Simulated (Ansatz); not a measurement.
Molecule: CH3Li (charge +1, doublet). SMILES of the parent species: [Li][CH3]
Geometry from a B3LYP-D3(BJ)/def2-TZVP (Ansatz, a program for electronic structure) optimisation:
```xyz
5

Li    -1.2099    -0.6994    -1.0459
C      0.3737     0.2160     0.3231
H      0.7604    -0.7188     0.7146
H     -0.3074     0.7948     0.9378
H      0.9345     0.7261    -0.4529
```
Charge +1, spin multiplicity 2.

Parts of the frozen-core correlation energy in def2-SVP (Ansatz, hartree). Frozen orbitals: 2; correlated occupied orbitals by spin: 4 and 3; virtual: 32 and 33. Open shells are spin-unrestricted. No spin-orbit coupling. Non-relativistic.

| term | value |
|---|---|
| reference (HF) | -46.78579 |
| MP2 opposite-spin | [?] |
| MP2 same-spin | [?] |
| CCSD correlation | [?] |
| (T) | -0.00274 |
| CCSDT minus CCSD(T) | -0.00040 |
| CCSDT(Q) minus CCSD(T) | -0.00050 |
| T1 diagnostic | 0.007 |
| largest doubles amplitude | 0.033 |
| <S^2> of the reference | 0.758 |

Task: Fill in the missing entries.

Result: 
- MP2 opposite-spin, value: -0.10331
- MP2 same-spin, value: -0.02433
- CCSD correlation, value: -0.14919
